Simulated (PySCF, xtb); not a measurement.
Si(H)(OH)2(SH) (H4O2SSi), SMILES O[SiH](O)S.

GFN2-xTB in xtb 6.7.1 at its own geometry gives an orbital gap of 5.25 eV and a dipole moment of 2.70 D.

The structure is a stationary point at TPSSh-D3(BJ)/def2-SVP. The values are those of a single conformer.

What does CAM-B3LYP/def2-TZVP (PySCF) give? (Estimate from the structure and the level; the computed values follow.)

gap 10.13 eV (levels -9.02 and 1.10 eV), dipole 0.97 D.
